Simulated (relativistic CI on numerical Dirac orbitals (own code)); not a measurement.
**Calculated levels, Pb77+**

These numbers are calculated, not measured: Dirac-Coulomb-Breit CI, KLI orbitals optimised for each configuration, model QED, unscaled Slater integrals (own radial code, finite nucleus).

Configuration list (outside the closed core 1s2): 2s2 2p, 2s 2p2, 2p3, 2p2 3s, 2s2 3s, 2p2 3p, 2s2 3p, 2p2 3d, 2s2 3d, 2s 2p 3s, 2s 2p 3p, 2s 2p 3d, 2s2 4s, 2s2 4p, 2s2 4d, 2s2 4f. Levels of other configurations are missing.

The lowest level is 2s2 2p 2P°_1/2, with 100 % of that term; Hund's rules for 2s2 2p give 2P° with J = 1/2, in agreement.

```tsv
No.	Configuration	Term	J	E (eV)	%	Next component (%)	Landé g
1	2s2 2p	2P°	1/2	0.0	100		0.602
2	2s 2p2(3P)	4P	1/2	327.8	48	32 2S	1.990
3	2s2 2p	2P°	3/2	2355.1	99	1 2p3 2P°	1.288
4	2s 2p2(3P)	4P	3/2	2587.2	89	7 2D	1.604
5	2s 2p2(1D)	2D	5/2	2630.1	64	36 4P	1.290
6	2s 2p2(3P)	2P	1/2	2716.5	68	32 4P	1.274
7	2s 2p2(1D)	2D	3/2	2718.0	60	39 2P	0.967
8	2p3	2P°	3/2	3055.4	48	27 2D°	1.298
9	2s 2p2(3P)	4P	5/2	4960.4	64	36 2D	1.409
10	2s 2p2(1S)	2S	1/2	5087.5	68	20 4P	1.912
11	2s 2p2(3P)	2P	3/2	5088.2	58	32 2D	1.159
12	2p3	4S°	3/2	5351.9	55	44 2D°	1.425
13	2p3	2D°	5/2	5374.7	100		1.151
14	2p3	2P°	1/2	5443.1	100		0.602
15	2p3	2P°	3/2	7757.1	51	28 2D°	1.279
16	2s2 3s	2S	1/2	13565.6	98	1 2p2 3s 2S	1.975
17	2s2 3p	2P°	1/2	13672.1	97	1 2s 2p 3s 2P°	0.651
18	2s 2p 3s	4P°	1/2	13785.8	85	13 2P°	2.345
19	2s 2p 3s	4P°	3/2	13817.1	58	42 2P°	1.513
20	2s 2p 3s	2P°	1/2	13855.2	95	4 4P°	0.669
21	2s 2p 3p	4D	1/2	13875.3	72	22 2P	0.251
22	2s 2p 3p	4D	3/2	13906.7	39	35 2D	1.069
23	2s 2p 3p	4P	1/2	13963.6	44	31 2S	1.888
24	2p2(3P) 3s	4P	1/2	14175.5	45	31 2S	1.976
25	2p2(1S) 3p	2P°	1/2	14258.0	46	37 4D°	0.639
26	2s2 3p	2P°	3/2	14367.3	98	1 2p2 3p 2P°	1.314
27	2s2 3d	2D	3/2	14431.8	98	1 2p2 3d 2D	0.781
28	2s 2p 3p	4P	3/2	14586.0	31	27 4D	1.382
29	2s2 3d	2D	5/2	14605.2	66	14 2s 2p 3p 2D	1.221
30	2s 2p 3p	2D	3/2	14626.3	42	25 2P	1.234
31	2s2 3d	2D	5/2	14628.5	32	28 2s 2p 3p 4D	1.263
32	2s 2p 3p	2P	1/2	14630.4	45	28 2S	1.334
33	2s 2p 3d	4F°	3/2	14637.4	68	17 2D°	0.575
34	2s 2p 3d	4F°	5/2	14672.1	39	35 2F°	0.988
35	2s 2p 3d	2P°	3/2	14691.5	30	25 2D°	1.132
36	2s 2p 3d	4D°	1/2	14695.6	52	42 2P°	0.442
37	2s 2p 3d	4P°	5/2	14828.1	33	30 4D°	1.293
38	2s 2p 3d	2F°	7/2	14861.1	42	35 4F°	1.211
39	2s 2p 3d	2F°	5/2	14874.0	45	27 2D°	1.073
40	2s 2p 3d	2P°	3/2	14874.7	38	34 2D°	1.129
41	2p2(1S) 3p	2P°	3/2	14972.3	34	19 4D°	1.311
42	2p2(1S) 3d	2D	3/2	15018.5	42	32 4F	0.778
43	2p2(1S) 3d	2D	5/2	15211.1	36	18 4D	1.182
44	2s 2p 3s	4P°	5/2	16148.5	100		1.555
45	2s 2p 3s	2P°	3/2	16181.4	75	25 4P°	1.377
```

Energies count from the lowest computed level; ° marks odd parity. Percentages are summed over parent terms; the parents shown are those of the largest component, closed shells are left out there.

The mean weight of the leading LS term, summed over parents, in these 45 levels is 62 %, and that of the leading jj configuration (from the same eigenvectors) 98 %, so jj coupling describes them better and the LS labels are nominal.

At this charge energies of transitions that change n are usually good to better than 1 %, and those within a shell (Δn = 0) to a few per cent.

LS names give the leading component of a level, which can be under half, so a name can repeat, a term be missing and a line seem to break the LS rules.
